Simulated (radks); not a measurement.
Results of a calculation; reference values are marked as such.
The mean radii <r> (bohr) of the occupied orbitals of an atom or ion are listed with their occupations. Code: a radial shooting solver on a logarithmic mesh with Libxc functionals. Model: scalar-relativistic Kohn-Sham, BLYP, spin-polarised, spherical densities, point nucleus.

orbital  occ.      <r>
1s up       1  0.02665
1s down     1  0.02665
2s up       1   0.1146
2s down     1   0.1146
2p up       3   0.1003
2p down     3   0.1003
3s up       1   0.3064
3s down     1   0.3064
3p up       3   0.3044
3p down     3   0.3044
3d up       5   0.2809
3d down     5   0.2809
4s up       1   0.7165
4s down     1   0.7165
4p up       3   0.7648
4p down     3   0.7644
4d up       5   0.8765
4d down     5   0.8739
5s up       1    1.792
5s down     1    1.790
5p up       3    2.113
5p down     1    2.130
6s up       1    4.554

Name the element and its charge. Open shells, if any, are filled with parallel spins first.

Answer. Z = 54, xenon, charge +1: Xe+ in [Kr] 4d10 5s2 5p4 6s1. The 1s radius gives Z: for a bare nucleus <r> = (2 gamma + 1)/(2Z) with gamma = sqrt(1 - (Z/c)^2), 0.02628 bohr for Z = 54, and screening makes it slightly larger (0.02665 here). The occupations add up to 53, and the charge is Z minus that.
